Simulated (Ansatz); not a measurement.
Spectroscopic constants of I2, closed-shell singlet (the spin of the measured ground state). No spin–orbit coupling.

Constants: fifth-degree fit in 1/R to seven points, most abundant isotopes. Runs in def2 and cc sets follow the lowest solution found near the PBE0 minimum. The singlet is held restricted.

Run with Ansatz (a first-principles code) with Gaussian orbitals. Each number belongs to the level named beside it. In def2 rows elements past Kr take small-core potentials, without spin–orbit coupling.

Energies at CAM-B3LYP/def2-TZVPP:

```
R (Å)       E (hartree)
--------  -------------
2.469863  -595.42867296
2.536257  -595.43514945
2.597340  -595.43833220
2.666390  -595.43941880
2.735440  -595.43843987
2.815113  -595.43538858
2.908064  -595.42997595
```

Problem. With a reduced mass of 63.4522 u, find the minimum, the force constant and the constants.

Solution. A fifth-degree polynomial in 1/R puts the minimum at r_e = 2.6651 Å with force constant 189 N/m. Then ω_e = (1/2πc)√(k/μ) = 225 cm⁻¹ and B_e = h/(8π²cμr_e²) = 0.03740 cm⁻¹; the cubic and quartic terms give α_e = 9.2e-5 and ω_e x_e = 0.42 cm⁻¹.
